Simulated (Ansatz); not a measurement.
Start from `F/C=C\I` and change one atom or group (the configuration at the double bond changes too) to get `[SiH3]/C=C/I`.

Ansatz, PBE0-D4/def2-TZVP geometries, multiplicity 1. 

Elements past krypton have def2 core potentials.

| property | `F/C=C\I` |
| --- | --- |
| HOMO–LUMO gap (ωB97M-V/def2-TZVPP) / eV | 10.41 |
| HOMO–LUMO gap (B3LYP/def2-TZVPP) / eV | 5.84 |
| HOMO energy (B3LYP/def2-TZVPP) / eV | -6.85 |
| LUMO energy (B3LYP/def2-TZVPP) / eV | -1.01 |
| size of the dipole moment (PBE/def2-TZVPP) / D | 1.66 |
| HOMO–LUMO gap (PBE0/def2-TZVPP) / eV | 6.32 |

Question: Give the same properties after the change, and the shifts. (Estimate.)

Answer: Computed: 
```
                                      property  `[SiH3]/C=C/I`  shift
       HOMO–LUMO gap (ωB97M-V/def2-TZVPP) / eV           10.44   0.03
         HOMO–LUMO gap (B3LYP/def2-TZVPP) / eV            5.86   0.02
           HOMO energy (B3LYP/def2-TZVPP) / eV           -6.96  -0.11
           LUMO energy (B3LYP/def2-TZVPP) / eV           -1.10  -0.09
size of the dipole moment (PBE/def2-TZVPP) / D            0.67  -0.99
          HOMO–LUMO gap (PBE0/def2-TZVPP) / eV            6.27  -0.05
```

With PBE0 the HOMO falls by 0.12 eV and the LUMO falls by 0.17 eV, so the gap narrows by about 0.05 eV. PBE moves the HOMO by -0.18 eV and ωB97M-V by -0.10 eV. Dipoles are sizes alone; their direction can turn.

B3LYP here is the variant with VWN-RPA as its local correlation; programs differ in this.

Spin–orbit coupling is left out; it splits and shifts lone-pair levels of the heavy atoms by tenths of an eV.
